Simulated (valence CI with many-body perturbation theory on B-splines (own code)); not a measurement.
## Cs XLIX: electric-dipole lines

Calculated by configuration interaction combined with many-body perturbation theory (CI+MBPT): five valence electrons over a frozen Dirac-Fock core [He], radial functions for each j: 9 s, 9 p, 8 d, 6 f, 3 g, 1 h, with the one-electron correlation potential Σ1, the two-electron term Σ2, the three-electron term Σ3, Breit, model QED; selected CI, second order for the rest (own B-spline code, finite nucleus).

No measured spectrum was set against this ion. As an estimate, large intervals hold to a few tenths of a per cent, small ones and those within an open d or f shell to about a per cent. Among the levels kept, up to 1200 cm⁻¹ of a level comes from second order outside the variational space, and about a tenth of that is noise between levels of different J, which matters for small intervals.

Lines 1 to 50 of 263 in falling wavelength, among levels below 412.14 Ry, chosen from the strongest by gf and those to the six lowest levels. Wavelengths and rates use the calculated energies. Electric multipoles are in the length gauge, E1 and E2 with the static RPA response of the core. Weak lines are less certain than strong ones. Lines between different terms over intervals too small for the method are left out, as are lines whose strength nearly cancels. The highest levels of a list are the least certain.

Levels are named by their leading jj configuration (3d3/2^4 stands for four electrons in 3d with j = 3/2), which in mixed levels can hold well under half, so a name can repeat and another be missing. Letters in brackets count levels of one name in rising energy.

```tsv
λ vac (Å)	Upper	Lower	A (s⁻¹)	log gf	Branch %
196.3	(2s^2 2p1/2 2p3/2 3p1/2) J=5/2	(2s^2 2p1/2 2p3/2 3s) J=3/2 [b]	2.29e+09	-1.10	0.4
196.2	(2s 2p1/2^2 2p3/2 3p1/2) J=3/2 [b]	(2s 2p1/2^2 2p3/2 3s) J=3/2 [b]	2.65e+09	-1.21	0.0
189.1	(2s 2p1/2^2 2p3/2 3p1/2) J=3/2 [b]	(2s 2p1/2^2 2p3/2 3s) J=1/2	2.38e+09	-1.29	0.0
183.3	(2s^2 2p1/2^2 3p1/2) J=1/2	(2s^2 2p1/2^2 3s) J=1/2	5.93e+09	-1.22	1.1
183.2	(2s 2p1/2^2 2p3/2 3p1/2) J=3/2 [a]	(2s 2p1/2^2 2p3/2 3s) J=5/2	3.16e+09	-1.20	0.0
183.2	(2s^2 2p1/2 2p3/2 3p1/2) J=5/2	(2s^2 2p1/2 2p3/2 3s) J=5/2	2.85e+09	-1.06	0.5
170.5	(2s^2 2p1/2 2p3/2 3p1/2) J=3/2 [a]	(2s^2 2p1/2 2p3/2 3s) J=3/2 [a]	3.49e+09	-1.22	0.9
164.5	(2s^2 2p3/2^2 3p1/2) J=5/2	(2s^2 2p3/2^2 3s) J=3/2	4.14e+09	-1.00	0.3
163.7	(2s 2p1/2^2 2p3/2 3d3/2) J=7/2	(2s 2p1/2^2 2p3/2 3p3/2) J=7/2	1.83e+09	-1.23	0.1
155.5	(2s^2 2p3/2^2 3p1/2) J=3/2	(2s^2 2p3/2^2 3s) J=5/2	6.18e+09	-1.05	0.4
149.4	(2s^2 2p3/2^2 3p1/2) J=5/2	(2s^2 2p3/2^2 3s) J=5/2	4.13e+09	-1.08	0.3
133.5	(2s^2 2p1/2 2p3/2 3p1/2) J=3/2 [b]	(2s^2 2p1/2 2p3/2 3s) J=5/2	1.02e+10	-0.96	0.6
132.8	(2s^2 2p1/2 2p3/2 3d5/2) J=3/2 [b]	(2s^2 2p1/2 2p3/2 3p3/2) J=1/2 [b]	5.87e+09	-1.21	0.0
131.2	(2s 2p1/2^2 2p3/2 3d5/2) J=5/2	(2s 2p1/2^2 2p3/2 3p3/2) J=5/2 [a]	3.75e+09	-1.24	0.0
128.3	(2s 2p1/2^2 2p3/2 3d5/2) J=9/2	(2s 2p1/2^2 2p3/2 3p3/2) J=7/2	1.61e+10	-0.40	48.7
124.5	(2s^2 2p1/2 2p3/2 3d5/2) J=7/2 [b]	(2s^2 2p1/2 2p3/2 3p3/2) J=5/2 [b]	1.06e+10	-0.70	0.0
121.8	(2s^2 2p1/2 2p3/2 3d5/2) J=9/2	(2s^2 2p1/2 2p3/2 3p3/2) J=7/2	1.74e+10	-0.41	69.0
119.9	(2s^2 2p1/2^2 3d5/2) J=5/2	(2s^2 2p1/2^2 3p3/2) J=3/2	1.82e+10	-0.63	0.0
115.2	(2s 2p1/2^2 2p3/2 3d5/2) J=5/2	(2s 2p1/2^2 2p3/2 3p3/2) J=3/2 [a]	1.28e+10	-0.81	0.0
115.2	(2s^2 2p1/2 2p3/2 3d5/2) J=7/2 [a]	(2s^2 2p1/2 2p3/2 3p3/2) J=5/2 [a]	1.58e+10	-0.60	0.1
113.9	(2s 2p1/2^2 2p3/2 3d5/2) J=3/2	(2s 2p1/2^2 2p3/2 3p3/2) J=3/2 [a]	9.08e+09	-1.15	0.0
113.6	(2s^2 2p1/2 2p3/2 3d5/2) J=5/2 [a]	(2s^2 2p1/2 2p3/2 3p3/2) J=3/2 [a]	1.24e+10	-0.84	0.0
112.3	(2s^2 2p3/2^3) J=3/2	(2s 2p1/2^2 2p3/2^2) J=1/2	2.75e+07	-3.68	2.5
109.8	(2s^2 2p1/2 2p3/2 3d5/2) J=3/2 [a]	(2s^2 2p1/2 2p3/2 3p3/2) J=1/2 [a]	1.01e+10	-1.14	0.0
109.8	(2s^2 2p1/2 2p3/2 3d5/2) J=5/2 [b]	(2s^2 2p1/2 2p3/2 3p3/2) J=3/2 [b]	1.07e+10	-0.93	0.0
107.0	(2s^2 2p1/2 2p3/2 3d5/2) J=7/2 [b]	(2s 2p1/2^2 2p3/2 3s) J=5/2	4.65e+09	-1.20	0.0
94.98	(2s^2 2p1/2 2p3/2 3d5/2) J=3/2 [b]	(2s^2 2p1/2 2p3/2 3p3/2) J=3/2 [a]	1.20e+10	-1.19	0.0
78.46	(2s 2p1/2^2 2p3/2 3p3/2) J=3/2 [a]	(2s 2p1/2^2 2p3/2 3s) J=3/2 [a]	4.87e+10	-0.74	0.0
78.44	(2s 2p1/2^2 2p3/2 3p3/2) J=7/2	(2s^2 2p1/2 2p3/2 3p3/2) J=5/2 [b]	1.81e+10	-0.87	1.0
76.11	(2s 2p1/2^2 2p3/2 3d3/2) J=5/2	(2s^2 2p1/2 2p3/2 3d3/2) J=5/2 [b]	1.04e+10	-1.27	0.0
75.44	(2s^2 2p1/2 2p3/2 3p3/2) J=3/2 [a]	(2s^2 2p1/2 2p3/2 3s) J=3/2 [b]	2.79e+10	-1.02	4.4
73.99	(2s 2p1/2^2 2p3/2 3d3/2) J=7/2	(2s^2 2p1/2 2p3/2 3d3/2) J=5/2 [b]	3.24e+10	-0.67	1.8
73.95	(2s^2 2p1/2 2p3/2 3d3/2) J=5/2 [a]	(2s^2 2p1/2 2p3/2 3p1/2) J=5/2	1.02e+10	-1.30	0.0
72.86	(2s^2 2p1/2 2p3/2 3p3/2) J=5/2 [a]	(2s^2 2p1/2 2p3/2 3s) J=3/2 [a]	5.48e+10	-0.58	0.9
72.69	(2s^2 2p1/2 2p3/2 3d3/2) J=5/2 [b]	(2s^2 2p1/2 2p3/2 3p1/2) J=3/2 [b]	3.26e+10	-0.81	0.0
72.45	(2s 2p1/2^2 2p3/2 3p3/2) J=5/2 [a]	(2s 2p1/2^2 2p3/2 3s) J=3/2 [a]	5.02e+10	-0.62	0.1
72.35	(2s^2 2p1/2 2p3/2 3d3/2) J=3/2 [b]	(2s^2 2p1/2 2p3/2 3p1/2) J=3/2 [b]	3.61e+10	-0.95	0.0
72.13	(2s 2p1/2^2 2p3/2 3p3/2) J=5/2 [b]	(2s 2p1/2^2 2p3/2 3s) J=3/2 [b]	1.02e+11	-0.32	0.1
71.89	(2s^2 2p1/2 2p3/2 3p3/2) J=1/2 [a]	(2s^2 2p1/2 2p3/2 3s) J=1/2	6.18e+10	-1.02	6.2
71.64	(2s^2 2p1/2 2p3/2 3p3/2) J=3/2 [b]	(2s^2 2p1/2 2p3/2 3s) J=3/2 [b]	2.29e+10	-1.15	0.1
71.13	(2s 2p1/2^2 2p3/2 3p3/2) J=1/2 [a]	(2s 2p1/2^2 2p3/2 3s) J=3/2 [a]	6.50e+10	-1.01	0.0
71.12	(2s 2p1/2^2 2p3/2 3p3/2) J=7/2	(2s 2p1/2^2 2p3/2 3s) J=5/2	9.43e+10	-0.24	5.0
70.54	(2s^2 2p1/2 2p3/2 3p3/2) J=7/2	(2s^2 2p1/2 2p3/2 3s) J=5/2	1.09e+11	-0.19	20.3
70.16	(2s^2 2p1/2 2p3/2 3d3/2) J=1/2 [b]	(2s^2 2p1/2 2p3/2 3p1/2) J=3/2 [b]	5.06e+10	-1.13	0.0
69.76	(2s 2p1/2^2 2p3/2 3d3/2) J=5/2	(2s 2p1/2^2 2p3/2 3p1/2) J=3/2 [a]	3.22e+10	-0.85	0.1
69.71	(2s^2 2p1/2 2p3/2 3d3/2) J=3/2 [a]	(2s^2 2p1/2 2p3/2 3p1/2) J=3/2 [a]	3.16e+10	-1.04	0.0
69.68	(2s 2p1/2^2 2p3/2 3p3/2) J=5/2 [a]	(2s^2 2p1/2 2p3/2 3p3/2) J=5/2 [b]	2.14e+10	-1.03	0.0
69.40	(2s^2 2p1/2 2p3/2 3p3/2) J=3/2 [a]	(2s^2 2p1/2 2p3/2 3s) J=1/2	4.23e+10	-0.91	6.7
69.18	(2s 2p1/2^2 2p3/2 3d3/2) J=5/2	(2s 2p1/2^2 2p3/2 3p1/2) J=5/2	2.18e+10	-1.03	0.1
68.98	(2s^2 2p1/2 2p3/2 3d3/2) J=5/2 [a]	(2s^2 2p1/2 2p3/2 3p1/2) J=3/2 [a]	5.83e+10	-0.60	0.1
```
